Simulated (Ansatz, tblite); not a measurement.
Spin states of TiF3, each relaxed with PBE0-D4/def2-TZVP in Ansatz. Electronic energies in the gas phase.

The xTB rows come from tblite. HSE06 is defined as in plane-wave codes, on full-range PBE exchange. Correlated methods freeze 8 core orbitals; core or outer-core shells of Ti are correlated, in sets that lack core-valence functions. In CCSD on the charge 0 quartet the largest single amplitude is 0.29, so its Hartree–Fock determinant may place the open shell otherwise than the density functionals do. In the quartet, F2 and F4 lie 1.97 Å apart (atoms count from 1), so these atoms are partly bonded to each other. The structure comes from a short search, and lower isomers may exist.

Doublet geometry (D3h within 0.1 Å):

```tsv
atom	x (Å)	y (Å)	z (Å)
Ti1	-0.004	-0.002	-0.002
F2	-0.975	1.225	0.824
F3	0.248	-1.584	0.749
F4	0.731	0.360	-1.571
```

Quartet geometry (C2v within 0.1 Å):

```xyz
4

Ti    0.0504   -0.2714   -0.3067
F    -0.8943    0.3188    1.3365
F     0.2754   -1.4590   -1.6394
F     0.5685    1.4116    0.6096
```

Only these spin states were relaxed.

Second-order perturbation terms are unreliable where d shells bring near-degenerate states, and here MP2/def2-TZVP, MP2/def2-TZVPP, MP2/def2-QZVPP lie more than 0.4 eV from the median of the functionals without such a term.

| level | quartet − doublet (kcal/mol) | lowest of these |
| --- | --- | --- |
| GFN2-xTB | 150.2 | doublet |
| HF/STO-3G | 164.1 | doublet |
| HF/def2-TZVPP | 114.0 | doublet |
| HF/def2-QZVPP | 114.2 | doublet |
| LDA (SPW92)/def2-TZVP | 134.7 | doublet |
| PBE-D4/def2-TZVP | 126.0 | doublet |
| revPBE-D4/def2-TZVP | 124.2 | doublet |
| r2SCAN-D4/def2-TZVP | 124.3 | doublet |
| r2SCANh-D4/def2-TZVP | 123.3 | doublet |
| PBE0-D4/def2-TZVP | 124.0 | doublet |
| HSE06-D4/def2-TZVP | 124.0 | doublet |
| CAM-B3LYP-D4/def2-TZVP | 125.6 | doublet |
| ωB97X-V/def2-TZVP | 127.7 | doublet |
| ωB97M-V/def2-TZVP | 126.8 | doublet |
| RPA@PBE/def2-TZVP | 119.8 | doublet |
| MP2/def2-TZVP | 152.0 | doublet |
| MP2/def2-TZVPP | 150.0 | doublet |
| MP2/def2-QZVPP | 151.7 | doublet |
| CCSD/def2-TZVPP | 133.1 | doublet |
| CCSD(T)/def2-TZVPP | 135.5 | doublet |

```tsv
state	donor atoms	mean metal–ligand distance (Å)	range (Å)	Mulliken spin on the metal (PBE0)
doublet	3	1.769	1.77–1.77	1.04
quartet	3	1.923	1.80–1.99	2.01
```

⟨S²⟩ at PBE0-D4/def2-TZVP: doublet 0.75 (pure 0.75), quartet 3.76 (pure 3.75).

Change of the quartet − doublet gap on mixing in exact exchange, in kcal/mol: PBE to PBE0 (25 % exact exchange) -2.0; r2SCAN to r2SCANh (10 % exact exchange) -1.0.

The xTB methods have no spin-polarisation term.
